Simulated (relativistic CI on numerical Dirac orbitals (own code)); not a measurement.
## Ca VI: calculation against measurement

Calculated at this level of theory: Dirac-Coulomb-Breit CI, KLI orbitals optimised for each configuration, QED by a radiative potential, valence Slater integrals scaled by 0.85, P86 correlation energy added to each configuration (own radial code, finite nucleus).

Configuration list (outside the closed core [Ne]): 3s2 3p3, 3s 3p4, 3s2 3p2 3d, 3p5, 3s 3p3 3d, 3s2 3p2 4s, 3p4 3d, 3s2 3p2 4p, 3s 3p2 3d2, 3s2 3p2 4d, 3s2 3p2 4f, 3s2 3p2 5s, 3s 3p3 4s, 3s2 3p2 5p, 3s2 3p 3d2, 3s2 3d3, 3s 3p 3d3, 3s2 3d2 4s, 3s2 3d2 4p, 3s2 3d2 4d, 3p3 3d2, 3p2 3d3, 3p2 3d2 4s, 3p2 3d2 4p, 3p2 3d2 4d. Double excitations out of closed p, d and f shells are left out; levels of such configurations are missing from the list, as are those of other unlisted configurations, and high levels can miss mixing partners. These lack a partner that the ground configuration has and come out too high: 3s2 3p2 4f, 3s2 3p2 5s, 3s 3p3 4s, 3s2 3p2 5p.

```csv
Configuration,Term (tabulated),J,Measured (cm⁻¹),Computed,Error,Purity (%)
3s2 3p3,4S°,3/2,0.0,0,0,97
3s 3p4,4P,5/2,155786.5,160666,4879,88
3s 3p4,4P,3/2,157767.5,162641,4873,88
3s 3p4,4P,1/2,158830.5,163696,4865,88
3s2 3p2 4s,4P,1/2,433849.0,451475,17626,98
3s2 3p2 4s,4P,3/2,435286.0,452962,17676,99
3s2 3p2 4s,4P,5/2,437392.0,455108,17716,99
```

Measured levels from Sugar and Corliss, J. Phys. Chem. Ref. Data 8, 865 (1979); pairs were made by configuration, J and term (by order where the table uses no LS term), so strongly mixed levels may be paired wrongly. Some J values or terms of the table were assigned by a fit.

Mean error by configuration (cm⁻¹): 3s 3p4 4873; 3s2 3p2 4s 17672. Over the excited levels the mean absolute error is 11272 cm⁻¹ (6 of the 6 excited levels that our extract of the source holds in range could be paired), and the median relative error of those above 1,000 cm⁻¹ is 3.6 %. Some levels of the ground configuration have no partner.
